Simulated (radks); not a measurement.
Q: These are the eigenvalues of the occupied orbitals of an atom or ion with whole-number occupations (eV). Method: scalar-relativistic Kohn-Sham, PBE, spin-polarised, spherical densities, finite nucleus; Fermi nuclear charge, rms radius of each element as measured or else 0.836 A^(1/3) + 0.57 fm; computed with a radial shooting solver on a logarithmic mesh with Libxc functionals.

1s up: -32983.83
1s down: -32983.77
2s up: -5097.352
2s down: -5097.319
2p up: -4575.363
2p down: -4575.326
3s up: -1029.948
3s down: -1029.895
3p up: -860.7763
3p down: -860.7210
3d up: -607.3898
3d down: -607.3388
4s up: -182.0109
4s down: -181.8957
4p up: -128.9949
4p down: -128.8641
4d up: -51.6959
4d down: -51.4716
5s up: -18.5168
5p up: -7.9258
5p down: -7.2997

Which element is it, and in what charge state? The configuration may be excited. Open shells, if any, are filled with parallel spins first.

A: Z = 53, iodine, charge 0: I in [Kr] 4d10 5s1 5p6. The list shows which subshells hold electrons but not how many an open one holds; the 1s level, -1212.1 hartree, gives Z - s = 49.2 by -(Z - s)^2/2, which with screening and relativity narrows Z to a few neighbours, and the depths of the outer levels then fix element, charge and occupations together.
